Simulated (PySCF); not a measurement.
A GIAO shielding run with PySCF (density fitting, non-relativistic, gas phase) on SMILES C=CC[Si@@H]1C(=O)[SiH2][C@H]1Cl, C5H9ClOSi2:

```
$ OMP_NUM_THREADS=1 python probes_run.py task.json out

{"job": {"kind": "nmr", "xc": "PBE0", "basis": "pcSseg-1"}, "charge": 0, "multiplicity": 1}
C      2.065566     0.990704     1.075155
C      1.671900     0.643618    -0.137191
C      1.524218    -0.762721    -0.605791
Si    -0.324256    -1.237693    -0.719624
C     -1.354616     0.215226    -1.544791
O     -1.540483     0.533898    -2.689947
Si    -2.055080     0.915336     0.148242
C     -1.272528    -0.695955     0.875832
Cl    -2.552379    -1.890910     1.289951
H      2.335544     0.253268     1.813571
H      2.148591     2.020326     1.376596
H      1.409414     1.403110    -0.862537
H      1.976939    -0.873117    -1.590938
H      2.036330    -1.441248     0.076327
H     -0.526774    -2.613353    -1.163698
H     -3.501854     1.008627     0.277296
H     -1.363577     2.124706     0.584841
H     -0.685714    -0.587505     1.785050
```

Hardware: 1 thread of an Intel Xeon, shared host. The job also computes population analyses, field gradients, ring-centre shieldings.

Task: How large is the calculation?

Result: 92 electrons, 219 basis functions and 1205 auxiliary functions.

Task: How long does it take, and how much memory does it need?

Result: 120 s of wall time, with 15 SCF cycles and 6 response iterations; peak memory 1.1 GiB. Times on a shared host scatter by some tens of per cent.
